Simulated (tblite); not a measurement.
Species: C₆H₁₀BBrO₂.
SMILES with atom numbers: `[CH3:1][C:2](=[O:3])[C@H:4]1[CH2:5][CH2:6][CH2:7][O:8][B:9]1[Br:10]` (hydrogens: H11, H12, H13 on C1; H14 on C4; H15, H16 on C5; H17, H18 on C6; H19, H20 on C7)

Computed with GFN2-xTB (tblite), gas phase: L-BFGS steps from a force-field or distance-geometry start until the largest atomic force falls under 0.01 eV/Å.

Step 73: E = -856.6157 eV
```
atom  x, y, z in Å  |  force x, y, z in eV/Å
C1      2.5935   -0.6517   -0.5157   -0.015  -0.033  -0.011
C2      1.1121   -0.9177   -0.5679   -0.015  -0.012  -0.021
O3      0.5685   -1.3439   -1.5588    0.054   0.018   0.020
C4      0.3221   -0.5452    0.6791    0.001   0.065   0.013
C5      0.0813    0.9829    0.6442   -0.015   0.010   0.003
C6     -0.9280    1.2998   -0.4591    0.004   0.010   0.025
C7     -2.2880    0.6765   -0.1453    0.011   0.011  -0.002
O8     -2.2181   -0.6743    0.2707    0.020   0.025   0.027
B9     -1.1121   -1.2766    0.6676    0.033   0.038  -0.025
Br10   -1.3068   -3.0558    1.2627   -0.006  -0.012  -0.002
H11     2.7897    0.2724   -1.0611    0.019  -0.029   0.039
H12     3.1176   -1.4518   -1.0336    0.026   0.014   0.012
H13     2.9579   -0.5567    0.5028    0.021   0.008  -0.047
H14     0.9276   -0.7936    1.5564   -0.019  -0.007   0.019
H15     1.0122    1.5289    0.4698   -0.015  -0.074  -0.005
H16    -0.3156    1.3063    1.6112    0.000  -0.028  -0.015
H17    -0.5502    0.9090   -1.4060   -0.064  -0.021  -0.011
H18    -1.0551    2.3775   -0.5608   -0.031   0.017  -0.012
H19    -2.9366    0.6960   -1.0268   -0.001   0.025   0.025
H20    -2.7774    1.2287    0.6677   -0.009  -0.025  -0.031
```

Step 74: E = -856.6168 eV
```
atom  x, y, z in Å  |  force x, y, z in eV/Å
C1      2.6001   -0.6582   -0.5125   -0.011  -0.023  -0.011
C2      1.1162   -0.9086   -0.5716    0.025   0.028   0.066
O3      0.5741   -1.3155   -1.5694   -0.014  -0.037  -0.098
C4      0.3224   -0.5432    0.6750    0.013   0.070   0.039
C5      0.0775    0.9842    0.6430   -0.023   0.023  -0.014
C6     -0.9308    1.2976   -0.4615   -0.028   0.013   0.000
C7     -2.2901    0.6760   -0.1433   -0.009   0.000   0.011
O8     -2.2184   -0.6735    0.2759    0.014   0.010   0.019
B9     -1.1109   -1.2752    0.6679    0.031   0.017  -0.026
Br10   -1.3082   -3.0532    1.2691    0.004  -0.002  -0.006
H11     2.8074    0.2674   -1.0511    0.013  -0.018   0.045
H12     3.1161   -1.4580   -1.0390    0.029   0.006   0.032
H13     2.9637   -0.5744    0.5073    0.023  -0.001  -0.054
H14     0.9269   -0.7908    1.5524   -0.002  -0.014   0.040
H15     1.0071    1.5321    0.4708    0.001  -0.064  -0.011
H16    -0.3227    1.3081    1.6084    0.006  -0.043  -0.007
H17    -0.5555    0.9008   -1.4066   -0.056  -0.012  -0.014
H18    -1.0604    2.3744   -0.5693   -0.016   0.020  -0.010
H19    -2.9450    0.6926   -1.0206    0.019   0.035   0.028
H20    -2.7749    1.2280    0.6722   -0.020  -0.008  -0.029
```

Problem. Estimate the geometry and energy of step 75. (The exact step hangs on the optimiser's Hessian estimate; all steps are aligned on step 74, rigid shifts and turns removed.)

Solution. E = -856.6177 eV, largest force 0.105 eV/Å
```
atom  x, y, z in Å  |  force x, y, z in eV/Å
C1      2.6077   -0.6722   -0.5078   -0.018  -0.007  -0.021
C2      1.1185   -0.8938   -0.5793    0.004   0.009  -0.007
O3      0.5733   -1.2693   -1.5898    0.056   0.005   0.021
C4      0.3253   -0.5367    0.6707    0.019   0.038   0.029
C5      0.0716    0.9890    0.6410   -0.024   0.025  -0.026
C6     -0.9365    1.2965   -0.4645   -0.051   0.017  -0.023
C7     -2.2934    0.6730   -0.1418   -0.024  -0.009   0.022
O8     -2.2167   -0.6738    0.2846    0.015  -0.002   0.008
B9     -1.1058   -1.2720    0.6711    0.019  -0.011  -0.021
Br10   -1.3011   -3.0492    1.2809    0.015   0.019  -0.014
H11     2.8348    0.2603   -1.0294   -0.002  -0.058   0.066
H12     3.1111   -1.4717   -1.0485    0.021   0.023   0.052
H13     2.9703   -0.6122    0.5158   -0.004  -0.014  -0.104
H14     0.9325   -0.7831    1.5460    0.004  -0.012   0.046
H15     0.9988    1.5405    0.4724    0.016  -0.044  -0.020
H16    -0.3332    1.3099    1.6051    0.009  -0.046   0.007
H17    -0.5627    0.8946   -1.4080   -0.049  -0.002  -0.015
H18    -1.0704    2.3721   -0.5782   -0.005   0.021  -0.007
H19    -2.9525    0.6828   -1.0162    0.033   0.040   0.026
H20    -2.7768    1.2260    0.6730   -0.034   0.008  -0.019
```

The energy changes by -0.0009 eV. The first-order estimate −F·Δx gives -0.0015 eV and the mean of the old and new forces, exact on a quadratic surface, -0.0009 eV. The step makes an angle of 86° with the force vector and moves no atom by more than 0.051 Å.

The cost below is that of the whole relaxation. Time: 1.6 s wall. Hardware: Arm Neoverse V1, one thread, shared host.
